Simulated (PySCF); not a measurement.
Cartesian coordinates (Å):
```xyz
10

C     -0.9239     1.1297    -0.0538
O     -1.7794     0.0620     0.0081
C     -0.9997    -1.0627     0.0626
C      0.2917    -0.7209     0.0363
C      0.3408     0.6989    -0.0391
C      1.6036    -0.0559    -0.0074
H     -1.3983     2.0961    -0.1019
H     -1.5398    -1.9938     0.1154
H      2.1966    -0.1247    -0.9186
H      2.2084    -0.0287     0.8984
```
Charge 0, multiplicity 1.

What S1 oscillator strength, total energy and dipole moment does ωB97X-D3(BJ)/def2-TZVP // PBE0-D3(BJ)/def2-TZVP (PySCF) give?


| Quantity | Value |
|---|---|
| S1 oscillator strength | 0.005 |
| total energy | -268.2074 Ha |
| dipole moment | 1.13 D |
